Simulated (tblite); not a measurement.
Compound: C5H4FN3.
Numbering: `[CH2:1]=[CH:2][c:3]1[n:4][cH:5][n:6][n:7][c:8]1[F:9]` (hydrogens: H10, H11 on C1; H12 on C2; H13 on C5)

Computed with GFN2-xTB (tblite), gas phase: L-BFGS steps from a force-field or distance-geometry start until the largest atomic force falls under 0.01 eV/Å.

At the end of the run (lengths in Å): C5–N6 1.317, C5–H13 1.081, N7–C8 1.308, C3–C8 1.415, N6–N7 1.306, N4–C5 1.326, C1–H11 1.077, N4–C5–N6 126.3°, C3–N4–C5 116.9°, N7–C8–F9 116.7°, C3–C8–N7 123.0°, C1–C2–C3–N4 0°.

Problem. These geometries were met on the way; a selection of coordinates is given. Order them by energy above the end point, lowest first.
A. C5–N6 1.307, C5–H13 1.089, N7–C8 1.304, C3–C8 1.413, N6–N7 1.306, N4–C5 1.338, C1–H11 1.065, N4–C5–N6 125.3°, C3–N4–C5 116.6°, N7–C8–F9 118.9°, C3–C8–N7 122.2°, C1–C2–C3–N4 0°
B. C5–N6 1.368, C5–H13 1.083, N7–C8 1.348, C3–C8 1.379, N6–N7 1.338, N4–C5 1.347, C1–H11 1.096, N4–C5–N6 118.1°, C3–N4–C5 123.4°, N7–C8–F9 120.3°, C3–C8–N7 119.5°, C1–C2–C3–N4 -1°
C. C5–N6 1.326, C5–H13 1.128, N7–C8 1.312, C3–C8 1.413, N6–N7 1.316, N4–C5 1.324, C1–H11 1.084, N4–C5–N6 121.6°, C3–N4–C5 121.1°, N7–C8–F9 122.3°, C3–C8–N7 119.2°, C1–C2–C3–N4 -1°
D. C5–N6 1.318, C5–H13 1.080, N7–C8 1.308, C3–C8 1.413, N6–N7 1.306, N4–C5 1.326, C1–H11 1.079, N4–C5–N6 126.8°, C3–N4–C5 116.2°, N7–C8–F9 117.2°, C3–C8–N7 123.5°, C1–C2–C3–N4 0°
E. C5–N6 1.316, C5–H13 1.076, N7–C8 1.306, C3–C8 1.416, N6–N7 1.309, N4–C5 1.326, C1–H11 1.069, N4–C5–N6 126.6°, C3–N4–C5 116.1°, N7–C8–F9 117.7°, C3–C8–N7 123.3°, C1–C2–C3–N4 0°

Solution. D (0.007 eV), E (0.016 eV), A (0.039 eV), C (0.231 eV), B (0.444 eV).

```
step  E above end (eV)  rms distance from the end, all atoms (Å)  largest force (eV/Å)  rms shift of all bonds from the end (Å)
   6             0.007                                     0.018                 0.265                                    0.002
   4             0.016                                     0.023                 0.298                                    0.003
   3             0.039                                     0.030                 0.688                                    0.007
   1             0.231                                     0.061                 1.482                                    0.016
   0             0.444                                     0.072                 3.590                                    0.025
```

Rows stand in the order of the answer.
